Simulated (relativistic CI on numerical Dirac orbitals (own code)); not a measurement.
# Level scheme of Ag VII

Computed by Dirac-Coulomb-Breit CI, KLI orbitals optimised for each configuration, a model potential for QED, unscaled Slater integrals (own radial code, finite nucleus).

Configuration list (outside the closed core [Ar] 3d10): 4s2.4p6.4d5, 4s2.4p6.4d4.5s, 4s2.4p6.4d4.4f, 4s2.4p5.4d6, 4s2.4p6.4d4.5p, 4s2.4p6.4d4.5d, 4s2.4p6.4d4.6s, 4s.4p6.4d6, 4s2.4p6.4d4.6p, 4s2.4p5.4d5.4f, 4s2.4p6.4d4.5f, 4s2.4p6.4d3.5s.5p, 4s2.4p6.4d4.6d, 4s2.4p6.4d4.5g, 4s2.4p6.4d4.7p, 4s2.4p6.4d4.6f, 4s2.4p6.4d3.4f.5s, 4s2.4p5.4d5.5s, 4s.4p6.4d5.4f, 4s2.4p5.4d5.6s, 4s2.4p6.4d3.5s2, 4s2.4p6.4d2.4f.5s2, 4s2.4p6.4d2.5s2.5p, 4s2.4p6.4d2.5s2.5d, 4s2.4p6.4d2.5s2.6s, 4p6.4d7, 4p5.4d8. Double excitations out of closed p, d and f shells are left out; levels of such configurations are missing from the list, as are those of other unlisted configurations, and high levels can miss mixing partners. These lack a partner that the ground configuration has and come out too high: 4s2.4p5.4d5.4f, 4s2.4p5.4d5.5s, 4s2.4p5.4d5.6s.

The lowest level is 4s2.4p6.4d5 6S_5/2, with 97 % of that term; Hund's rules for 4s2.4p6.4d5 give 6S with J = 5/2, in agreement.

```tsv
No.	Configuration	Term	J	E (cm⁻¹)	%	jj configuration (%)
1	4s2.4p6.4d5	6S	5/2	0.0	97	4d3/2^2 4d5/2^3 (41)
2	4s2.4p6.4d5	4G	5/2	33722.0	91	4d3/2^2 4d5/2^3 (33)
3	4s2.4p6.4d5	4G	7/2	34370.8	95	4d3/2^3 4d5/2^2 (45)
4	4s2.4p6.4d5	4G	11/2	34527.4	96	4d3/2^2 4d5/2^3 (46)
5	4s2.4p6.4d5	4G	9/2	34743.0	97	4d3/2^2 4d5/2^3 (63)
6	4s2.4p6.4d5	4D	5/2	38711.1	45	4d5/2 (39)
7	4s2.4p6.4d5	4D	3/2	39807.5	50	4d3/2^3 4d5/2^2 (71)
8	4s2.4p6.4d5	4P	1/2	41489.8	53	4d3/2^2 4d5/2^3 (58)
9	4s2.4p6.4d5	4D	7/2	42707.2	93	4d3/2^2 4d5/2^3 (60)
10	4s2.4p6.4d5	4D	1/2	45257.8	53	4d3/2^2 4d5/2^3 (72)
11	4s2.4p6.4d5	4D	5/2	46148.5	48	4d3/2^3 4d5/2^2 (33)
12	4s2.4p6.4d5	4P	3/2	46513.7	51	4d3/2^2 4d5/2^3 (50)
13	4s2.4p6.4d5	2I	11/2	48691.5	91	4d3/2^2 4d5/2^3 (52)
14	4s2.4p6.4d5	2I	13/2	49864.8	98	4d3/2^2 4d5/2^3 (98)
15	4s2.4p6.4d5	2D	5/2	55861.5	44	4d3/2 4d5/2^4 (31)
16	4s2.4p6.4d5	2D	3/2	57242.3	58	4d3/2^2 4d5/2^3 (63)
17	4s2.4p6.4d5	4F	7/2	57655.4	40	4d3/2^3 4d5/2^2 (66)
18	4s2.4p6.4d5	4F	9/2	57841.4	49	4d3/2^3 4d5/2^2 (62)
19	4s2.4p6.4d5	4F	5/2	60119.8	76	4d3/2^2 4d5/2^3 (70)
20	4s2.4p6.4d5	4F	7/2	62235.3	42	4d3/2 4d5/2^4 (62)
21	4s2.4p6.4d5	2H	9/2	62415.2	49	4d3/2^2 4d5/2^3 (90)
22	4s2.4p6.4d5	4F	3/2	62814.5	58	4d3/2 4d5/2^4 (53)
23	4s2.4p6.4d5	2G	7/2	64059.1	70	4d3/2^2 4d5/2^3 (75)
24	4s2.4p6.4d5	2H	11/2	65791.7	90	4d3/2 4d5/2^4 (75)
25	4s2.4p6.4d5	2F	5/2	67068.8	67	4d3/2 4d5/2^4 (34)
26	4s2.4p6.4d5	2G	9/2	67494.2	46	4d3/2 4d5/2^4 (70)
27	4s2.4p6.4d5	2F	5/2	68775.1	66	4d3/2^2 4d5/2^3 (40)
28	4s2.4p6.4d5	2F	7/2	69545.4	83	4d3/2 4d5/2^4 (49)
29	4s2.4p6.4d5	2S	1/2	75012.3	96	4d3/2 4d5/2^4 (39)
30	4s2.4p6.4d5	2D	3/2	85132.4	97	4d3/2^3 4d5/2^2 (34)
```

Energies count from the lowest computed level. Filled j subshells are mostly left out of the jj labels.

The mean weight of the leading LS term, summed over parents, in these 30 levels is 70 %, and that of the leading jj configuration (from the same eigenvectors) 56 %, so LS coupling describes them better.

At this charge configurations can still be misplaced by up to about 7 % of their energy. Terms inside the open d or f shell come out 10 to 20 % too wide with unscaled integrals. 21 of the 69 excited levels that our extract of the measured tables holds in this range could be paired (the sources list more); they are missed by 11466 cm⁻¹ on average and 19705 at most, and levels without a partner can miss by more. Some levels of the ground configuration have no partner and can miss by 10 % or more.

LS names give the leading component of a level, which can be under half, so a name can repeat, a term be missing and a line seem to break the LS rules.
